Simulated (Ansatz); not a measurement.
```xyz
13

N    -1.978   -2.392   -0.956
Mg   -0.835   -1.010   -0.404
N     0.338    0.408    0.163
Si    1.718   -0.052    1.056
Si   -0.114    1.992   -0.281
H    -1.830   -3.381   -0.819
H    -2.854   -2.284   -1.443
H     1.760    0.512    2.436
H     3.009    0.300    0.396
H     1.678   -1.547    1.187
H    -1.397    1.883   -1.052
H     0.875    2.678   -1.163
H    -0.370    2.894    0.879
```

Charge 0, multiplicity 1.

List the CAM-B3LYP/def2-TZVPP orbital energies in eV (the Gaussian-basis code of Ansatz). (Estimate.)

Computed: Occupied: -1800.95, -1800.95, -1276.08, -390.23, -389.92, -145.46, -145.46, -100.80, -100.80, -100.78, -100.78, -100.78, -100.78, -86.64, -52.54, -52.49, -52.30, -23.92, -23.63, -17.02, -15.41, -13.88, -12.58, -12.10, -11.86, -11.31, -10.81, -10.74, -9.77, -8.65, -7.99. Lowest empty: -0.45, 0.94, 1.27, 1.47, 1.91, 2.12, 2.32, 2.49.
